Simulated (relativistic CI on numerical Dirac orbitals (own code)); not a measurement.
## Cr⁺ in a cubic cluster: 3p photoemission with charge transfer

Computed with a charge-transfer multiplet model of a cubic metal-ligand cluster with up to one ligand hole, Slater and spin-orbit integrals from Dirac-Coulomb-Breit ions, Slater integrals scaled by 0.8. The ground state mixes d5 with configurations of k ligand holes L, whose averages lie at kΔ + k(k − 1)U_dd/2; a core hole lowers each added d electron by U_cd. 300 K, Lorentzian 0.9 eV and Gaussian 0.8 eV FWHM.

Atomic integrals in eV (Slater integrals scaled, ζ unscaled), ground: F2dd 6.636, F4dd 4.082, zeta_d 0.022; with the core hole: F2dd 7.795, F4dd 4.847, zeta_d 0.028, zeta_core 0.660, F2cd 8.726, G1cd 10.871, G3cd 6.554.

Cluster parameters (eV): Δ = 6.4, U_dd = 4.9, 10Dq = 0.9, 10Dq(ligand) = 0.7, V(eg) = 1.3, V(t2g) = -0.58, final-state hopping factor = 1.

```json
{"Case": "U_cd = 5.1 eV", "n_d": "5.06", "d5": "0.94", "d6L": "0.06", "S": "2.50"}
{"Case": "U_cd = 5.7 eV", "n_d": "5.06", "d5": "0.94", "d6L": "0.06", "S": "2.50"}
{"Case": "U_cd = 6.3 eV", "n_d": "5.06", "d5": "0.94", "d6L": "0.06", "S": "2.50"}
```

Weights, n_d and S are thermal averages at 300 K. Binding energies count from the first peak over 30 % of the highest in each spectrum, which can be another peak from case to case. The parameters are a model scan and need not match a compound or its usual spin state. Peaks in eV (height, largest 100):
- U_cd = 5.1 eV: 0.0 (100), 2.2 (27), 16.4 (39)
- U_cd = 5.7 eV: 0.0 (100), 2.2 (27), 4.7 (9), 16.3 (34), 20.9 (6)
- U_cd = 6.3 eV: 0.0 (100), 2.2 (29), 4.3 (13), 7.1 (5), 16.5 (31), 20.6 (9)

For the case U_cd = 6.3 eV, Δ = 6.4 eV is larger than U_dd = 4.9 eV, the Mott-Hubbard side of the Zaanen-Sawatzky-Allen scheme. With the core hole the configuration with one ligand hole lies at Δ − U_cd = 1.3, 0.7, 0.1 eV from the one without, in the order of the table; where this is negative the screened configuration lies lower, though the effective hopping of about 2.1 eV (from the holes of the mixed ground state) mixes the two strongly wherever it is as large as the gap.

With at most 1 ligand hole the space is cut while the next configuration still counts, so covalency is underestimated, and a final configuration with one more ligand hole, which can lie low, is missing from the spectra.
